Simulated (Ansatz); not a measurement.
Gas-phase electronic energies from Ansatz, PBE0-D4/def2-TZVP geometries. CBS: MP2 limit from def2 TZ/QZ plus the TZ coupled-cluster correction, frozen cores. Functionals use def2-TZVPP. HSE06 is defined as in plane-wave codes. def2 core potentials past Kr. For I, Sn outer-core shells are correlated without core-valence functions, which leaves a few kJ/mol of doubt a bond. One conformer a species, not always the lowest.

Consider the redistribution: `[SnH3][I]` + `C[NH][AlH][OH]` → `C[NH][SnH3]` + `[OH][AlH][I]`.

| level | ΔE (kJ/mol) | difference from CCSD(T)/CBS |
| --- | --- | --- |
| PBE0-D4 | 58.0 | 0.9 |
| r2SCAN0-D4 | 60.9 | 3.8 |
| BHLYP-D4 | 65.5 | 8.4 |
| CAM-B3LYP-D4 | 63.0 | 5.9 |
| B2PLYP | 59.8 | 2.7 |
| r2SCAN | 59.3 | 2.2 |
| PBE0 | 58.8 | 1.7 |
| HSE06 | 58.8 | 1.7 |
| BHLYP | 66.2 | 9.1 |
| MP2/def2-QZVPP | 55.1 | -2.0 |
| CCSD(T)/CBS | 57.1 | 0 |

Largest T1 diagnostic among the species: 0.012.

At CCSD(T), def2-SVP lies +3.6 kJ/mol from the extrapolated value and def2-TZVPP −5.7 kJ/mol. Leaving LDA and LC-ωPBE aside and taking each functional with its dispersion term where it has one, the values, not all of them listed here, spread over 13.2 kJ/mol, from revPBE-D4 to BHLYP-D4.
